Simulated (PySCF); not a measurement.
# From computed data to an observable: chemical shift, span and skew from a shielding tensor

Si(Br)(Me) (CH3BrSi), SMILES Br[Si]C (connectivity only; charge and spin as stated), neutral, multiplicity 1. Atoms are numbered in the order given.

```xyz
6

Si     0.8369     1.0840     0.0000
Br    -0.1104    -0.9952     0.0000
C     -0.7610     2.1172     0.0000
H     -0.5351     3.1941     0.0000
H     -1.3753     1.8795    -0.8845
H     -1.3753     1.8795     0.8845
```
Charge 0, spin multiplicity 1.

Geometry optimised at PBE-D3(BJ)/def2-TZVP.

GIAO shieldings from PBE0/pcSseg-2 run with PySCF, non-relativistic, no solvent. The symmetric part of the tensor of Si1 has the principal values -1170.2, 91.0, 213.8 ppm. The same nucleus in TMS has σ = 341.9 ppm at this level (PySCF, at its B3LYP-D3(BJ)/def2-TZVP geometry). Without spin–orbit terms, shifts of atoms bonded to Cl or Br come out too high.

**Question.** Work out the isotropic shielding, the ²⁹Si shift against TMS, the span and the skew.

**Answer.** 
σ(iso) = (σ11 + σ22 + σ33)/3 = -288.5 ppm. δ = σ(ref) − σ(iso) = 341.9 − (-288.5) = 630.4 ppm.
Span Ω = σ33 − σ11 = 1384.0 ppm. Skew κ = 3(σ(iso) − σ22)/Ω = -0.82. Tumbling in solution averages the tensor to δ; in a static solid the shielding alone would spread this spin-1/2 line over Ω.
